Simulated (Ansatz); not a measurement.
The same molecule with X = F, Cl, Br. Ansatz, PBE0-D4/def2-TZVP geometries, multiplicity 1. Each molecule was computed in one conformer, which needn't be the lowest.

Scalar relativity is left out up to krypton.

| X | molecule | mean X–B bond length / Å | LUMO energy (PBE0/def2-TZVPP) / eV | ideal-gas entropy at 298 K and 1 bar (rigid rotor, harmonic PBE0-D4/def2-TZVP) / J/(mol·K) | HOMO–LUMO gap (ωB97M-V/def2-TZVPP) / eV |
| --- | --- | --- | --- | --- | --- |
| F | `CCB(F)S` | 1.333 | -0.21 | 343 | 11.99 |
| Cl | `CCB(S)Cl` | 1.764 | -0.87 | 357 | 11.36 |

**Question.** Give the row for X = Br, `CCB(S)Br`. (An estimate is asked.)

**Answer.** Ansatz gave: 
```csv
X,molecule,mean X–B bond length / Å,LUMO energy (PBE0/def2-TZVPP) / eV,"ideal-gas entropy at 298 K and 1 bar (rigid rotor, harmonic PBE0-D4/def2-TZVP) / J/(mol·K)",HOMO–LUMO gap (ωB97M-V/def2-TZVPP) / eV
Br,`CCB(S)Br`,1.930,-1.04,368,11.07
```

From F to Br the mean X–B bond length rises at each step, by 0.597 Å in all; the LUMO energy (PBE0/def2-TZVPP) falls at each step, by 0.83 eV in all; the ideal-gas entropy at 298 K and 1 bar (rigid rotor, harmonic PBE0-D4/def2-TZVP) rises at each step, by 25 J/(mol·K) in all; the HOMO–LUMO gap (ωB97M-V/def2-TZVPP) falls at each step, by 0.92 eV in all. Bonds lengthen as the atom grows down the group.

Spin–orbit coupling is left out; it splits and shifts lone-pair levels of the heavy atoms by tenths of an eV.
